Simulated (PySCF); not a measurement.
C₃H₃F₄, SMILES F[CH]CC(F)(F)F, multiplicity 2.

Geometry: PBE-D3(BJ)/def2-SVP. The isomer is the one that the SMILES or the coordinates give; other isomers of the formula were not compared. One conformer was computed; it need not be the lowest.

Method: PBE-D3(BJ)/def2-SVP run with PySCF.

No scaling factor is applied to the harmonic values.

Computed harmonic wavenumbers and intensities:
```
mode  ν (cm⁻¹)  IR (km/mol)  moving atoms (share of kinetic energy)
----  --------  -----------  --------------------------------------
1           51          1.3                   F 75 %, C 16 %, H 9 %
2           85          1.5                          F 80 %, C 13 %
3          197          4.3                  F 37 %, H 33 %, C 31 %
4          300          1.3                          F 84 %, C 11 %
5          355          3.4                  F 53 %, H 32 %, C 15 %
6          461         13.2                  F 38 %, H 36 %, C 25 %
7          489          8.1                  C 42 %, H 38 %, F 20 %
8          520          0.8                           F 84 %, C 9 %
9          539         11.7                   F 67 %, C 24 %, H 9 %
10         655         23.8                          F 50 %, C 43 %
11         812          5.9                          F 62 %, C 31 %
12         870         19.4                  C 42 %, H 37 %, F 20 %
13        1002         14.2                  H 42 %, C 40 %, F 17 %
14        1111        124.7                   H 46 %, C 45 %, F 9 %
15        1146        160.6                  C 69 %, F 17 %, H 14 %
16        1197        128.0                  H 37 %, C 37 %, F 26 %
17        1222        179.3                  C 68 %, H 19 %, F 13 %
18        1262        154.0                          C 55 %, H 37 %
19        1292         76.5                          C 51 %, H 46 %
20        1359          6.3                          H 88 %, C 12 %
21        1382         75.4                          C 51 %, H 45 %
22        2993          3.4                                  H 94 %
23        3062          0.7                          H 90 %, C 10 %
24        3121         11.4                           H 92 %, C 8 %
```
